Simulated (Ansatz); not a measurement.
Molecular dynamics of Cl2FH2NZr

Input file:

```yaml
crystal:
  periodic: [false, false, false]
  atoms:
    - { symbol: Zr, position_ang: [-0.00874, -0.013639, -0.016813] }
    - { symbol: F, position_ang: [-0.097335, -0.107253, 1.879997] }
    - { symbol: Cl, position_ang: [2.219789, -0.044905, -0.827226] }
    - { symbol: Cl, position_ang: [-1.112037, 1.899008, -0.882469] }
    - { symbol: "N", position_ang: [-0.956377, -1.65832, -0.676834] }
    - { symbol: H, position_ang: [-1.389138, -2.36778, -0.082441] }
    - { symbol: H, position_ang: [-1.088962, -1.926511, -1.653613] }
basis:
  gaussian: { orbitals: def2-SVP }
hamiltonian:
  xc: b3lyp
md:
  timestep: 0.5
  n_steps: 100
  ensemble: nvt_langevin
  temperature: 100.0
  initial_velocities: maxwell_boltzmann
  seed: 890238
  friction: 0.01
  masses: [{ species: H, mass: 2.014 }]
```

Run as:

```bash
$ ansatz run input.yaml --threads 2 --pin off --max-ram 3072MiB --backend cpu --events-out ev --progress --plain --runs-dir out
```

It starts from a relaxed structure.

Output, in part (one step line in 4, the closing report, with atoms numbered from 0):

```
md step     0: t =     0.00 fs  T =    85.7 K  F+E_penalty+E_count = -30563.28823999 eV  E_kin = 0.077556 eV  (27 SCF iters)
md step     4: t =     2.00 fs  T =    82.7 K  F+E_penalty+E_count = -30563.28208401 eV  E_kin = 0.074826 eV  (26 SCF iters)
md step     8: t =     4.00 fs  T =    73.1 K  F+E_penalty+E_count = -30563.26977024 eV  E_kin = 0.066143 eV  (26 SCF iters)
md step    12: t =     6.00 fs  T =    51.1 K  F+E_penalty+E_count = -30563.26162765 eV  E_kin = 0.046230 eV  (26 SCF iters)
md step    16: t =     8.00 fs  T =    49.7 K  F+E_penalty+E_count = -30563.25931636 eV  E_kin = 0.044990 eV  (26 SCF iters)
md step    20: t =    10.00 fs  T =    55.9 K  F+E_penalty+E_count = -30563.26167312 eV  E_kin = 0.050607 eV  (29 SCF iters)
md step    24: t =    12.00 fs  T =    49.8 K  F+E_penalty+E_count = -30563.26815683 eV  E_kin = 0.045082 eV  (26 SCF iters)
md step    28: t =    14.00 fs  T =    46.8 K  F+E_penalty+E_count = -30563.26930836 eV  E_kin = 0.042381 eV  (26 SCF iters)
md step    32: t =    16.00 fs  T =    40.9 K  F+E_penalty+E_count = -30563.26554262 eV  E_kin = 0.037007 eV  (26 SCF iters)
md step    36: t =    18.00 fs  T =    43.8 K  F+E_penalty+E_count = -30563.26155382 eV  E_kin = 0.039601 eV  (27 SCF iters)
md step    40: t =    20.00 fs  T =    41.6 K  F+E_penalty+E_count = -30563.25535857 eV  E_kin = 0.037644 eV  (26 SCF iters)
md step    44: t =    22.00 fs  T =    26.4 K  F+E_penalty+E_count = -30563.25194082 eV  E_kin = 0.023888 eV  (25 SCF iters)
md step    48: t =    24.00 fs  T =    27.2 K  F+E_penalty+E_count = -30563.25274371 eV  E_kin = 0.024646 eV  (26 SCF iters)
md step    52: t =    26.00 fs  T =    29.4 K  F+E_penalty+E_count = -30563.25670177 eV  E_kin = 0.026592 eV  (26 SCF iters)
md step    56: t =    28.00 fs  T =    30.2 K  F+E_penalty+E_count = -30563.25943978 eV  E_kin = 0.027363 eV  (26 SCF iters)
md step    60: t =    30.00 fs  T =    37.7 K  F+E_penalty+E_count = -30563.26260325 eV  E_kin = 0.034109 eV  (26 SCF iters)
md step    64: t =    32.00 fs  T =    41.5 K  F+E_penalty+E_count = -30563.26474861 eV  E_kin = 0.037543 eV  (27 SCF iters)
md step    68: t =    34.00 fs  T =    35.7 K  F+E_penalty+E_count = -30563.26358095 eV  E_kin = 0.032307 eV  (25 SCF iters)
md step    72: t =    36.00 fs  T =    40.6 K  F+E_penalty+E_count = -30563.26377903 eV  E_kin = 0.036714 eV  (25 SCF iters)
md step    76: t =    38.00 fs  T =    49.9 K  F+E_penalty+E_count = -30563.26295806 eV  E_kin = 0.045136 eV  (26 SCF iters)
md step    80: t =    40.00 fs  T =    52.9 K  F+E_penalty+E_count = -30563.26291260 eV  E_kin = 0.047829 eV  (25 SCF iters)
md step    84: t =    42.00 fs  T =    55.5 K  F+E_penalty+E_count = -30563.26012600 eV  E_kin = 0.050234 eV  (25 SCF iters)
md step    88: t =    44.00 fs  T =    60.7 K  F+E_penalty+E_count = -30563.25824796 eV  E_kin = 0.054891 eV  (26 SCF iters)
md step    92: t =    46.00 fs  T =    58.0 K  F+E_penalty+E_count = -30563.25836546 eV  E_kin = 0.052519 eV  (26 SCF iters)
md step    96: t =    48.00 fs  T =    47.3 K  F+E_penalty+E_count = -30563.25432006 eV  E_kin = 0.042806 eV  (25 SCF iters)
md step   100: t =    50.00 fs  T =    43.8 K  F+E_penalty+E_count = -30563.25411633 eV  E_kin = 0.039605 eV  (29 SCF iters)
Total energy: -30563.25445021 eV, -1123.1788845272 hartree
Atom 0 at     0.015195    -0.024455     0.011722 Å, force    -0.318671     0.836549     0.463376 eV/Å
Atom 1 at    -0.041132    -0.047026     1.920398 Å, force    -0.058681     0.001724    -0.226675 eV/Å
Atom 2 at     2.222457    -0.027296    -0.767290 Å, force     0.373877    -0.075153    -0.194960 eV/Å
Atom 3 at    -1.088631     1.915327    -0.895986 Å, force     0.177686    -0.370255     0.170819 eV/Å
Atom 4 at    -0.945459    -1.660946    -0.592181 Å, force     0.159167     0.063767    -0.342865 eV/Å
Atom 5 at    -1.535402    -2.263950    -0.033247 Å, force    -0.216803    -0.305168     0.111313 eV/Å
Atom 6 at    -0.925749    -1.973300    -1.564174 Å, force    -0.116574    -0.151464     0.018990 eV/Å
Dipole moment:    -0.282094    -0.616165    -0.138068 e Å
```

The run went to its last step. The mean temperature of the second half is 56 % below the set value. A run of 0.05 ps of so small a system gives no equilibrium averages.

The same pairs are bonded in the first frame and the last. Pairs count as bonded within 1.25 times the sum of covalent radii (0.12 Å more for H–H).

Last frame:

```xyz
7
Properties=species:S:1:pos:R:3
Zr 0.015 -0.025 0.012
F -0.041 -0.047 1.920
Cl 2.223 -0.027 -0.767
Cl -1.089 1.915 -0.896
N -0.946 -1.661 -0.592
H -1.535 -2.264 -0.033
H -0.926 -1.973 -1.564
```

The run took 6 min on 2 threads of Intel(R) Xeon(R) Platinum 8259CL CPU @ 2.50GHz (Skylake/Cascade Lake), on a shared host, peak memory 0.27 GiB.
